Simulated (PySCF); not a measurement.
Isomers of C5H3F3, mass 120.019 u with the commonest isotopes. The calculation used PySCF, PBE0-D3(BJ)/def2-SVP geometry optimisation, gas phase. One conformer each, none proved a minimum here; rigid rotors.

**Question.** Order these by dipole moment, largest first.
A. `FC(F)(F)C=C1C=C1`
B. `F[C@H]1C23[C@H](F)C12[C@H]3F`
C. `C#C/C=C\C(F)(F)F`
D. `[CH:1]#[C:2]/[C:3]([F:4])=[C:5](\[F:6])[CH2:7][F:8]` with C3–C5–C7–F8 114°

**Answer.** A (4.59 D), C (2.15 D), D (1.69 D), B (0.00 D).

**Question.** Order these by rotational constant C, smallest first.
A. `C123[C@H](F)C3([C@H]2F)[C@H]1F`
B. `FC(F)(F)C=C1C=C1`
C. `C#C/C=C\C(F)(F)F`
D. `[CH:1]#[C:2]/[C:3]([F:4])=[C:5](\[F:6])[CH2:7][F:8]` with C3–C5–C7–F8 114°

**Answer.** D (1027 MHz), B (1220 MHz), C (1297 MHz), A (1345 MHz).

**Question.** Order these by rotational constant B, smallest first.
A. `[CH:1]#[C:2]/[C:3]([F:4])=[C:5](\[F:6])[CH2:7][F:8]` with C3–C5–C7–F8 114°
B. `F[C@H]1C23[C@H](F)C12[C@H]3F`
C. `FC(F)(F)C=C1C=C1`
D. `FC(/C=C\C#C)(F)F`

**Answer.** C (1277 MHz), A (1305 MHz), D (1440 MHz), B (2484 MHz).

```tsv
SMILES	point group	Ia (u·Å²)	Ib (u·Å²)	Ic (u·Å²)	κ	μa (D)	μb (D)	μc (D)
C#C/C=C\C(F)(F)F	Cs	126.38	351.00	389.63	-0.89	1.56	1.48	0.01
C#C/C(F)=C(\F)CF	C1	134.65	387.14	492.27	-0.80	1.13	0.10	1.26
F[C@H]1C23[C@H](F)C12[C@H]3F	C3h	203.22	203.48	375.86	0.99	0.00	0.00	0.00
FC(F)(F)C=C1C=C1	Cs	105.77	395.76	414.29	-0.97	4.59	0.09	0.00
```
